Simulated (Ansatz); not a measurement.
System: AgI, charge 0, singlet. AgI (SMILES [Ag][I]).
B3LYP-D3(BJ)/def2-TZVP minimum from Ansatz (an electronic-structure program):
```xyz
2

Ag     0.0000     0.0000    -1.3742
I      0.0000     0.0000     1.2186
```

Total energies in hartree (Ansatz). Radicals and triplets start from unrestricted determinants; spin-orbit coupling is neglected. Cores are frozen in correlated methods (noble-gas shells, and filled d and f shells in the p block). Past Kr the def2 sets carry scalar-relativistic core potentials. Spin-orbit terms, left out, reach several kcal/mol for Br and I, and more for heavier atoms.

```tsv
species	HF/def2-TZVPP	CCSD(T)/def2-TZVPP	HF/def2-QZVPP	CCSD(T)/def2-QZVPP	CCSDT(Q)/def2-TZVPP
1: AgI (SMILES [Ag][I])	-442.84046	-443.37213	-442.84348	-443.43183	-443.37221
2: Ag (doublet)	-146.11696	-146.48684	-146.11809	-146.52236	-146.48614
3: I (doublet)	-296.65857	-296.79430	-296.65973	-296.81374	-296.79495
```

Task: Work out the atomisation energy (electronic, to ground-state atoms) in kJ/mol: take Hartree-Fock from def2-QZVPP, extrapolate the CCSD(T) correlation energy as X^-3 (X = 3, 4), and add CCSDT(Q) - CCSD(T) in def2-TZVPP. 1 hartree = 2625.5 kJ/mol.

Result: 
Species 1: correlation (64·(-0.58835) - 27·(-0.53167))/37 = -0.62971; step -0.00008; E1 = -442.84348 + (-0.62971) + (-0.00008) = -443.47327
Species 2: correlation (64·(-0.40427) - 27·(-0.36988))/37 = -0.42937; step +0.00070; E2 = -146.11809 + (-0.42937) + (+0.00070) = -146.54676
Species 3: correlation (64·(-0.15401) - 27·(-0.13573))/37 = -0.16735; step -0.00065; E3 = -296.65973 + (-0.16735) + (-0.00065) = -296.82773
-1·E1 +1·E2 +1·E3 = 0.09878 hartree = 259.3 kJ/mol.
